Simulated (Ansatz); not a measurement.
nickel atom (Ni), triplet; B3LYP/6-31G run with Ansatz (a program for electronic structure).

Input for Ansatz:
Ansatz 0.2 input:
```yaml
crystal:
  periodic: [false, false, false]
  atoms:
    - {symbol: Ni, position_ang: [0.00000000, 0.00000000, 0.00000000]}
basis:
  gaussian:
    orbitals: 6-31G
hamiltonian:
  xc: b3lyp
magnetization: {spin_polarized: true, initial_magnetization: 2}
```

**Question.** Predict the main parts of the log of this Ansatz run.

**Answer.** 
```
Functional definition: B3LYP
187 factors; integrals over basis functions are off by at most 7.9e-5 eV
mean field evaluation 1: about -41029.8830 eV, gradient 4.2e1 eV
mean field evaluation 2: about -40524.1500 eV, gradient 2.1e2 eV
mean field evaluation 4: about -41033.0962 eV, gradient 3.7e1 eV
mean field evaluation 8: about -41036.2127 eV, gradient 8.3e-2 eV
mean field evaluation 16: about -41036.2128 eV, gradient 2.7e-5 eV
mean field -41036.21282005 eV, -1508.0530057929 hartree, gradient 2.4e-5 eV, S^2 2.001175; 2 other end points of the search recorded, 0 dependent functions left out
reference -41036.21296851 eV, -1508.0530112485 hartree; 15, 13 occupied and 14, 16 virtual orbitals, 187 factors
Total energy: -41036.21296851 eV, -1508.0530112485 hartree
```
